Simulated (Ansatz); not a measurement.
```xyz
7

C    -0.1977   -0.8971   -0.6618
C     0.3505   -0.6778    0.5418
In    0.0650    1.4184    0.5306
S    -0.8267    0.4785   -1.5899
H    -0.2888   -1.8794   -1.1257
H     0.7603   -1.4504    1.1808
H     0.1374    3.0079    1.1243
```

The species carries charge 0 and has multiplicity 1. In takes the def2 core potential.

Problem. List the B3LYP/def2-TZVPP orbital energies in eV (the Gaussian-basis code of Ansatz). (Best estimate.)

Solution. Ansatz gave: Occupied: -2417.07, -277.85, -276.71, -215.05, -159.61, -159.51, -159.42, -127.60, -84.27, -84.06, -83.96, -22.24, -21.32, -21.23, -21.17, -21.17, -20.82, -17.87, -14.74, -12.77, -11.12, -9.99, -8.88, -7.93, -7.04, -5.75. Lowest empty: -2.22, -0.94, -0.56, 0.40, 0.95, 1.55, 1.89, 1.95.

B3LYP here is the variant with VWN-RPA as its local correlation; programs differ in this.
